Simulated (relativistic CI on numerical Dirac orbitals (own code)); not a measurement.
# Slater and spin-orbit integrals, Ge I

Computed by Dirac-Coulomb-Breit CI, orbitals from a KLI potential per configuration, model QED (radiative potential, 1s self-energy scaled to tabulated hydrogen-like ionisation energies), valence Slater integrals scaled by 0.85, P86 correlation energy added to each configuration (own radial code, finite nucleus).

Slater integrals F^k, G^k are unscaled and averaged over j, outside the closed core [Ar] 3d10; ζ comes from projecting the Hamiltonian with its Breit term on Σ l·s of the shell.

- 4s2 4p2: F^2(4p,4p) = 34354, ζ(4p) = 890.91 cm⁻¹; <r>(4p) = 2.931, <r^2>(4p) = 10.19 (bohr units).
- 4s2 4p 5s: ζ(4p) = 1130, G^1(4p,5s) = 3378.3 cm⁻¹; <r>(4p) = 2.703, <r^2>(4p) = 8.615, <r>(5s) = 7.054, <r^2>(5s) = 56.52 (bohr units).
- 4s 4p3: F^2(4p,4p) = 35398, G^1(4s,4p) = 49178, ζ(4p) = 919.76 cm⁻¹; <r>(4s) = 2.109, <r^2>(4s) = 5.151, <r>(4p) = 2.851, <r^2>(4p) = 9.638 (bohr units).

In this model ζ of a weakly bound d, f or g electron outside closed shells comes out too small, for d by up to a factor of two or three and at times with the wrong sign; that of an outer p electron is too small as well.

Correlation outside the listed configurations is missing or only estimated: errors of thousands of cm⁻¹ between configurations and terms are usual at this charge. Rates and lifetimes follow the computed energies and can be off by large factors. The fine structure of a lone outer electron comes out too small, for d and f at times inverted, and misplaced configurations move strength between like terms. 27 of the 31 excited levels that our extract of the measured tables holds in this range could be paired (the sources list more); they are missed by 2015 cm⁻¹ on average and 4696 at most, and levels without a partner can miss by more.

Averages of the first 10 configurations, taken without configuration mixing, which lowers the lowest level and can move excited configurations by several eV; other configurations of the list can lie among them:

```json
{"Configuration": "4s2 4p2", "Parity": "even", "States": "15", "Average energy above the lowest level (eV)": "0.8"}
{"Configuration": "4s2 4p 5s", "Parity": "odd", "States": "12", "Average energy above the lowest level (eV)": "5.1"}
{"Configuration": "4s 4p3", "Parity": "odd", "States": "40", "Average energy above the lowest level (eV)": "8.6"}
{"Configuration": "4s2 4p 5p", "Parity": "even", "States": "36", "Average energy above the lowest level (eV)": "6.2"}
{"Configuration": "4s2 4p 4d", "Parity": "odd", "States": "60", "Average energy above the lowest level (eV)": "6.6"}
{"Configuration": "4s2 4p 6s", "Parity": "odd", "States": "12", "Average energy above the lowest level (eV)": "6.9"}
{"Configuration": "4s2 4p 6p", "Parity": "even", "States": "36", "Average energy above the lowest level (eV)": "7.3"}
{"Configuration": "4s2 4p 5d", "Parity": "odd", "States": "60", "Average energy above the lowest level (eV)": "7.5"}
{"Configuration": "4s2 4p 4f", "Parity": "even", "States": "84", "Average energy above the lowest level (eV)": "7.7"}
{"Configuration": "4s2 4p 6d", "Parity": "odd", "States": "60", "Average energy above the lowest level (eV)": "7.8"}
```
